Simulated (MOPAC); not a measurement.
MOPAC input (AM1):

```
AM1 1SCF CHARGE=-1 GEO-OK AUX(PRECISION=9) THREADS=1
C3H10BSi

C     2.35252700 1   -0.61456600 1   -0.21027400 1
Si    0.88043700 1    0.63761200 1   -0.34942900 1
B    -0.85068200 1    0.02424500 1    0.18107900 1
C    -2.03370300 1    1.04320600 1    0.54905100 1
C    -1.31155700 1   -1.50583000 1    0.03190000 1
H     2.76154200 1   -0.68684300 1    0.80270800 1
H     3.17747400 1   -0.36257700 1   -0.88368400 1
H     1.99787900 1   -1.61072100 1   -0.49352500 1
H     1.35048900 1    1.90715100 1    0.32225700 1
H    -2.88420900 1    0.96612400 1   -0.14580700 1
H    -2.44032600 1    0.79688700 1    1.54176700 1
H    -1.72582000 1    2.09253500 1    0.57762100 1
H    -0.52051800 1   -2.18833900 1   -0.29305200 1
H    -1.67881100 1   -1.87608500 1    1.00115600 1
H    -2.15400500 1   -1.62279200 1   -0.66689200 1
```

From the output:

```
                                                       MOPAC v23.2.5 Linux

          FINAL HEAT OF FORMATION =        -19.78327 KCAL/MOL =     -82.77318 KJ/MOL

          COSMO AREA              =        149.60 SQUARE ANGSTROMS
          COSMO VOLUME            =        144.78 CUBIC ANGSTROMS

          IONIZATION POTENTIAL    =          1.870403 EV
          HOMO LUMO ENERGIES (EV) =         -1.870  6.366
          NO. OF FILLED LEVELS    =         15
          MOLECULAR WEIGHT        =         85.0075         POINT GROUP:  C1

          MOLECULAR DIMENSIONS (Angstroms)

            Atom       Atom       Distance
            H    10    H     7     6.24931
            H    13    H     9     4.46015
            H     7    H    14     1.74031

          SCF CALCULATIONS        =          1

   ATOM   CHEMICAL          X               Y               Z
  NUMBER   SYMBOL      (ANGSTROMS)     (ANGSTROMS)     (ANGSTROMS)

     1       C          2.35252700  *  -0.61456600  *  -0.21027400  *
     2      Si          0.88043700  *   0.63761200  *  -0.34942900  *
     3       B         -0.85068200  *   0.02424500  *   0.18107900  *
     4       C         -2.03370300  *   1.04320600  *   0.54905100  *
     5       C         -1.31155700  *  -1.50583000  *   0.03190000  *
     6       H          2.76154200  *  -0.68684300  *   0.80270800  *
     7       H          3.17747400  *  -0.36257700  *  -0.88368400  *
     8       H          1.99787900  *  -1.61072100  *  -0.49352500  *
     9       H          1.35048900  *   1.90715100  *   0.32225700  *
    10       H         -2.88420900  *   0.96612400  *  -0.14580700  *
    11       H         -2.44032600  *   0.79688700  *   1.54176700  *
    12       H         -1.72582000  *   2.09253500  *   0.57762100  *
    13       H         -0.52051800  *  -2.18833900  *  -0.29305200  *
    14       H         -1.67881100  *  -1.87608500  *   1.00115600  *
    15       H         -2.15400500  *  -1.62279200  *  -0.66689200  *

                             CARTESIAN COORDINATES

   1    C        2.352527000    -0.614566000    -0.210274000
   2   Si        0.880437000     0.637612000    -0.349429000
   3    B       -0.850682000     0.024245000     0.181079000
   4    C       -2.033703000     1.043206000     0.549051000
   5    C       -1.311557000    -1.505830000     0.031900000
   6    H        2.761542000    -0.686843000     0.802708000
   7    H        3.177474000    -0.362577000    -0.883684000
   8    H        1.997879000    -1.610721000    -0.493525000
   9    H        1.350489000     1.907151000     0.322257000
  10    H       -2.884209000     0.966124000    -0.145807000
  11    H       -2.440326000     0.796887000     1.541767000
  12    H       -1.725820000     2.092535000     0.577621000
  13    H       -0.520518000    -2.188339000    -0.293052000
  14    H       -1.678811000    -1.876085000     1.001156000
  15    H       -2.154005000    -1.622792000    -0.666892000

           Empirical Formula: C3 H10 Si B  =    15 atoms

      MOLECULAR POINT GROUP   :   C1

                  EIGENVALUES
 -26.57641 -23.82551 -23.23064 -13.29165  -9.82957  -9.62037  -9.19063  -8.74994
  -8.72834  -8.58302  -7.60878  -6.82066  -5.70322  -4.81405  -1.87040   6.36620
   7.21689   7.30263   8.17366   8.68735   8.79155   8.97250   9.20215   9.34580
   9.37302   9.43450   9.46637   9.99024  10.32962  10.82195

              NET ATOMIC CHARGES AND DIPOLE CONTRIBUTIONS

  ATOM NO.   TYPE          CHARGE      No. of ELECS.   s-Pop       p-Pop
    1          C          -0.349363        4.3494     1.25096     3.09840
    2         Si          -0.239659        4.2397     0.91328     3.32638
    3          B           0.068795        2.9312     1.28455     1.64665
    4          C          -0.309717        4.3097     1.24654     3.06317
    5          C          -0.310032        4.3100     1.24673     3.06330
    6          H           0.021149        0.9789     0.97885
    7          H           0.029179        0.9708     0.97082
    8          H           0.031747        0.9683     0.96825
    9          H          -0.168148        1.1681     1.16815
   10          H           0.037037        0.9630     0.96296
   11          H           0.026328        0.9737     0.97367
   12          H           0.050074        0.9499     0.94993
   13          H           0.049721        0.9503     0.95028
   14          H           0.026614        0.9734     0.97339
   15          H           0.036276        0.9637     0.96372
 DIPOLE           X         Y         Z       TOTAL
 POINT-CHG.    -2.192    -1.032    -0.269     2.437
 HYBRID        -0.245    -1.183     2.064     2.392
 SUM           -2.437    -2.214     1.795     3.750

          ATOMIC ORBITAL ELECTRON POPULATIONS

     Atom    s        px        py        pz
    1  C   1.25096   1.06755   1.06122   0.96963
    2 Si   0.91328   0.81892   0.84746   1.66001
    3  B   1.28455   0.73365   0.65835   0.25465
    4  C   1.24654   1.04932   1.04098   0.97287
    5  C   1.24673   0.98460   1.11516   0.96353
    6  H   0.97885
    7  H   0.97082
    8  H   0.96825
    9  H   1.16815
   10  H   0.96296
   11  H   0.97367
   12  H   0.94993
   13  H   0.95028
   14  H   0.97339
   15  H   0.96372

 **********************
 *                    *
 * JOB ENDED NORMALLY *
 *                    *
 **********************

 == MOPAC DONE ==
```

The dipole moment of an ion depends on the origin.

The geometry given is a B3LYP-D3(BJ)/def2-TZVP minimum.
